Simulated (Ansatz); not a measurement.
Calculated with Ansatz (gas phase, PBE0-D4/def2-TZVP geometries, no zero-point term in ΔE). CCSD(T)/CBS is the MP2 limit (def2-TZVPP, def2-QZVPP) plus CCSD(T) − MP2 in def2-TZVPP, frozen cores. This one scheme is used for every species. Functionals use def2-TZVPP. Elements past krypton have def2 core potentials. For Mo outer-core shells are correlated without core-valence functions, which leaves a few kJ/mol of doubt a bond.

Consider the ligand exchange at a Mo–F bond: `[CH3][Mo]([F])(=[S])=[S]` + HCl → `[CH3][Mo](=[S])(=[S])[Cl]` + H–F.

```
             level  ΔE (kcal/mol)  difference from CCSD(T)/CBS
         r2SCAN-D4           -1.5                          4.3
      CAM-B3LYP-D4           -0.4                          5.4
           ωB97X-V           -0.2                          5.6
          PBE-QIDH           -6.7                         -0.9
            revPBE           -0.6                          5.2
           r2SCANh           -2.0                          3.8
           r2SCAN0           -3.0                          2.8
         CAM-B3LYP            0.8                          6.6
RPA@PBE/def2-TZVPP           -2.9                          2.9
       HF/def2-SVP            0.0                          5.8
      MP2/def2-SVP           -8.3                         -2.5
CCSD(T)/def2-TZVPP           -4.6                          1.2
    MP2/def2-QZVPP          -12.4                         -6.6
SCS-MP2/def2-QZVPP           -9.1                         -3.3
      HF/CBS(def2)           -0.8                          5.0
     MP2/CBS(def2)          -12.9                         -7.1
       CCSD(T)/CBS           -5.8                            0
```

Q: What do rigid-rotor, harmonic-oscillator terms from PBE0-D4/def2-TZVP frequencies (298.15 K, 1 bar) make of the CCSD(T)/CBS value? (Best estimate.)

A: The calculation gave: ΔZPE = +1.1 kcal/mol, ΔH = -4.5 kcal/mol, ΔS = -1 J/(mol·K), ΔG = -4.4 kcal/mol.

Largest T1 diagnostic among the species: 0.025, so the coupled-cluster value is less sure than usual.

The D4 term adds −2.0 kcal/mol with B3LYP and −1.1 kcal/mol with PBE0; it sums over pairs of atoms, weighted by their polarisabilities, and B3LYP, whose exchange is more repulsive, gets the larger term. Leaving LDA and LC-ωPBE aside and taking each functional with its dispersion term where it has one, the values spread over 6.5 kcal/mol, from PBE-QIDH to ωB97X-V. LDA lies −1.2 kcal/mol from PBE without D4. From r2SCAN to r2SCAN0 (25 % exact exchange), in def2-TZVPP and without D4, ΔE moves by −1.8 kcal/mol.

B3LYP here is the variant with VWN-RPA as its local correlation; programs differ in this.
